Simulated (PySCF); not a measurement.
Input of a run (PBE0/def2-SV(P) geometry optimisation, gas phase (PySCF 2.14.0)), started from GFN2-xTB:
```
{"job": {"xc": "PBE0", "basis": "def2-SV(P)", "grid": 1, "kind": "geom"}, "charge": 0, "multiplicity": 1}
B     -0.741420    -1.480188     1.199328
P     -0.371628    -0.204227    -0.184188
C     -1.328352    -0.421706    -1.736017
C     -0.620253     1.559695     0.152204
C     -0.727153     2.013532     1.390233
C      1.357807    -0.192940    -0.844392
P      2.512123     0.299788     0.536467
H     -0.039422    -1.193555     2.120541
H     -1.905184    -1.356750     1.426157
H     -0.463184    -2.529898     0.701669
H     -1.068318     0.332316    -2.478229
H     -1.128603    -1.414974    -2.135492
H     -2.388643    -0.352396    -1.499116
H     -0.668254     2.221687    -0.705890
H     -0.683405     1.335225     2.226988
H     -0.863362     3.060006     1.614959
H      1.596261    -1.190018    -1.223360
H      1.444333     0.536648    -1.656090
H      3.672649    -0.104445    -0.125983
H      2.408860    -0.907120     1.217175
```

Output (energies in Eh, forces in Eh/bohr):
```
step   0  E = -866.89809464  max force = 0.019238
step   1  E = -866.90470869  max force = 0.004571
step   2  E = -866.90507231  max force = 0.001597
step   3  E = -866.90515826  max force = 0.002573
step   4  E = -866.90529585  max force = 0.001028
step   5  E = -866.90542301  max force = 0.001322
step   6  E = -866.90548153  max force = 0.001601
step   7  E = -866.90550449  max force = 0.000415
step   8  E = -866.90551758  max force = 0.000139
optimisation converged
```

Summarise the run.

The energy falls by 19.5 kJ/mol over 9 energy and gradient evaluations, the largest force component goes from 0.0192 to 1.4e-04 Eh/bohr, and the atoms move by 0.206 Å rms after alignment. Among the bonds, B1–H9, B1–H10 and P7–H20 change most and about equally (+0.038 to +0.039 Å). Bonds longer at the end by more than 0.005 Å: 15 of 19; shorter: 3. Among the angles that change most is P2–C6–P7, from 108.4° to 112.9°. Among the dihedrals that turn most is C3–P2–C4–C5, from 145° to 126°. The energy never rose by more than 1e-6 Eh on the way. The first step brought 89 % of the lowering.

What are the final bond lengths?

B1–P2 1.911 Å, P2–C3 1.827 Å, P2–C4 1.810 Å, C4=C5 1.336 Å, P2–C6 1.837 Å, C6–P7 1.875 Å, B1–H8 1.230 Å, B1–H9 1.230 Å, B1–H10 1.233 Å, C3–H11 1.103 Å, C3–H12 1.103 Å, C3–H13 1.103 Å, C4–H14 1.100 Å, C5–H15 1.097 Å, C5–H16 1.097 Å, C6–H17 1.104 Å, C6–H18 1.105 Å, P7–H19 1.433 Å, P7–H20 1.429 Å. Numbering counts from 1 in the input's order; the species is `[BH3-][P@@+](C)(C=C)CP`.

The run used 132 basis functions and 62 SCF cycles in all. On an Arm Neoverse V2 with one thread, shared host with 96 logical CPUs at a one-minute load of 49, this took 55 s wall and 0.64 GiB of memory at its peak.

Stationary, but not proved a minimum. The numbers are those of one conformer.
